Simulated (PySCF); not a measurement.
Species: C₆H₁₂F₂O.
SMILES with atom numbers: `[CH3:1][CH:2]([CH3:3])[O:4][C@H:5]([CH3:6])[CH:7]([F:8])[F:9]` (hydrogens: H10, H11, H12 on C1; H13 on C2; H14, H15, H16 on C3; H17 on C5; H18, H19, H20 on C6; H21 on C7)

Cartesian coordinates in Å at the PBE0-D3(BJ)/def2-SVP level; atoms count from 1:
```
atom  x, y, z in Å
C1    -2.117   -1.316    0.388
C2    -1.220   -0.244   -0.195
C3    -1.788    1.154   -0.013
O4     0.039   -0.374    0.443
C5     1.149    0.142   -0.241
C6     2.047   -0.983   -0.716
C7     1.867    1.084    0.710
F8     1.095    2.159    0.976
F9     3.009    1.534    0.138
H10   -3.117   -1.283   -0.068
H11   -2.224   -1.168    1.473
H12   -1.684   -2.313    0.220
H13   -1.090   -0.442   -1.279
H14   -2.760    1.249   -0.521
H15   -1.929    1.364    1.059
H16   -1.112    1.921   -0.415
H17    0.837    0.763   -1.102
H18    2.928   -0.596   -1.245
H19    1.485   -1.640   -1.396
H20    2.381   -1.590    0.139
H21    2.117    0.590    1.666
```

Level: PBE0/pcSseg-1 in PySCF, non-relativistic, on one gas-phase PBE0-D3(BJ)/def2-SVP geometry that isn't relaxed in the solvent. The solvent is an IEF-PCM continuum (van der Waals radii × 1.2). Specific hydrogen bonds and non-electrostatic terms are outside this model.

| medium | total energy (Eh) | HOMO (eV) | LUMO (eV) | dipole (D) |
| --- | --- | --- | --- | --- |
| gas phase | -510.167619 | -7.588 | 1.335 | 1.981 |
| methanol (ε = 32.61) | -510.174534 | -7.514 | 1.644 | 2.436 |

**Question.** What is E(solvent) − E(gas) in methanol, in kcal/mol?

**Answer.** -510.174534 − (-510.167619) = -0.006915 Eh = -4.34 kcal/mol.

**Question.** Scale it by Onsager's factor (ε − 1)/(2ε + 1) to tetrahydrofuran (ε = 7.426), and compare with the calculation.

**Answer.** The factor goes from 0.477 to 0.405, a ratio of 0.849, which gives -3.68 kcal/mol. The calculation gives -3.60 kcal/mol (total energy -510.173361 Eh), so the scaled value is 2.3 % too large in size.

**Question.** Scale the changes of the other columns the same way. What are the values in tetrahydrofuran?

**Answer.** 
```tsv
quantity	scaled	computed	difference
HOMO (eV)	-7.525	-7.516	-0.009
LUMO (eV)	1.598	1.598	0.000
dipole (D)	2.367	2.349	+0.018
```

**Question.** How does each lowering split into the polarisation term (half the interaction with the induced surface charges) and the distortion of the solute's density?

**Answer.** methanol: -4.83 + 0.49 kcal/mol, the distortion taking back 10 % of the polarisation term; tetrahydrofuran: -3.93 + 0.33 kcal/mol, the distortion taking back 8 % of the polarisation term.
